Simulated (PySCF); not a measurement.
The dipole of `FB(F)[C@H]1CO[SiH2]C1` from its density and from atomic charges.

Coordinates (PBE0-D3(BJ)/def2-SVP, Å) and charges (e) from the PBE0/pcSseg-1 density (PySCF):

| atom | x | y | z | Mulliken | IAO | Hirshfeld | ESP-fitted |
| --- | --- | --- | --- | --- | --- | --- | --- |
| F1 | 3.169 | 0.589 | 1.443 | -0.2852 | -0.3113 | -0.1400 | -0.2770 |
| B2 | 2.365 | -0.143 | 0.693 | +0.8002 | +0.7387 | +0.3157 | +0.5925 |
| F3 | 2.807 | -1.343 | 0.355 | -0.2934 | -0.3149 | -0.1352 | -0.2688 |
| C4 | 0.937 | 0.342 | 0.298 | -0.5386 | -0.3147 | -0.1121 | -0.0990 |
| C5 | 0.410 | -0.165 | -1.048 | +0.1557 | -0.0414 | +0.0035 | +0.0879 |
| O6 | -0.997 | -0.031 | -1.078 | -0.6318 | -0.6415 | -0.2424 | -0.4545 |
| Si7 | -1.682 | -0.095 | 0.455 | +0.8525 | +0.9780 | +0.4080 | +0.6297 |
| C8 | -0.041 | -0.178 | 1.394 | -0.5562 | -0.5435 | -0.1550 | -0.3781 |
| H9 | 0.903 | 1.444 | 0.308 | +0.1539 | +0.1520 | +0.0442 | +0.0690 |
| H10 | 0.693 | -1.224 | -1.196 | +0.1127 | +0.1269 | +0.0334 | +0.0509 |
| H11 | 0.838 | 0.410 | -1.885 | +0.1282 | +0.1458 | +0.0468 | +0.0591 |
| H12 | -2.491 | 1.130 | 0.721 | -0.1094 | -0.1377 | -0.0782 | -0.1194 |
| H13 | -2.543 | -1.301 | 0.634 | -0.1114 | -0.1385 | -0.0777 | -0.1246 |
| H14 | 0.175 | -1.227 | 1.662 | +0.1568 | +0.1455 | +0.0419 | +0.1247 |
| H15 | 0.009 | 0.419 | 2.315 | +0.1660 | +0.1567 | +0.0470 | +0.1077 |

Task: What dipole does each set of charges give (1 e·Å = 4.803 D), and what does the density give?

Result: The full density gives (-0.40, 0.33, 0.88) D, 1.02 D in size; dipole vectors point from the negative to the positive end.

| scheme | μx | μy | μz | size (D) | share of the full size (%) | angle to the full dipole (°) |
| --- | --- | --- | --- | --- | --- | --- |
| Mulliken | -0.71 | -0.12 | 0.84 | 1.11 | 108 | 29 |
| IAO | -1.68 | 0.45 | 1.52 | 2.31 | 226 | 24 |
| Hirshfeld | -0.56 | 0.17 | 0.58 | 0.82 | 80 | 20 |
| ESP-fitted | -0.45 | 0.32 | 0.88 | 1.04 | 102 | 3 |

Task: Which set comes closest?

Result: Length of the difference vector: ESP-fitted 0.05 D, Hirshfeld 0.38 D, Mulliken 0.55 D, IAO 1.44 D. Closest: ESP-fitted. ESP charges are fitted to the potential around the molecule, whose slowest-falling term is the dipole's. 

Task: What is left for the Hirshfeld atoms' own dipoles?

Result: The Hirshfeld atoms' densities add up to the full density, so μ = Σ q r + Σ (atomic dipoles). The atomic dipoles sum to (-0.40, 0.33, 0.88) − (-0.56, 0.17, 0.58) = (0.16, 0.16, 0.30) D, 0.38 D in size.

Task: With the origin at the mean of the coordinates, (0.304, -0.092, 0.338) Å, which are the largest single terms, by size, of the Hirshfeld dipole along the direction of the full one?

Result: Si7 +1.72, F3 +0.89, O6 +0.81, B2 -0.78, C8 -0.76 D; all 15 atoms together +0.77 D. The single terms depend on the origin, their sum doesn't.

Task: Give the size of the full dipole in other units.

Result: 1.02 D = 0.402 au = 0.213 e·Å = 3.41 × 10⁻³⁰ C·m.

Isolated species at its PBE0-D3(BJ)/def2-SVP geometry (one conformer only).
